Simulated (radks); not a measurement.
Task: These are the eigenvalues of the occupied orbitals of an atom or ion with whole-number occupations (eV). All-electron calculation, scalar-relativistic Kohn-Sham, exchange-only LDA, spin-polarised, spherical densities, point nucleus. Program: a radial shooting solver on a logarithmic mesh with Libxc functionals.

| orbital | eigenvalue |
|---|---|
| 1s up | -69404.50 |
| 1s down | -69378.03 |
| 2s up | -17268.83 |

Which element is it, and in what charge state? The configuration may be excited. Open shells, if any, are filled with parallel spins first.

Result: Z = 70, ytterbium, charge +67: Yb67+ in [He] 2s1. The list shows which subshells hold electrons but not how many an open one holds; the 1s level, -2550.6 hartree, gives Z - s = 71.4 by -(Z - s)^2/2, which with screening and relativity narrows Z to a few neighbours, and the depths of the outer levels then fix element, charge and occupations together.
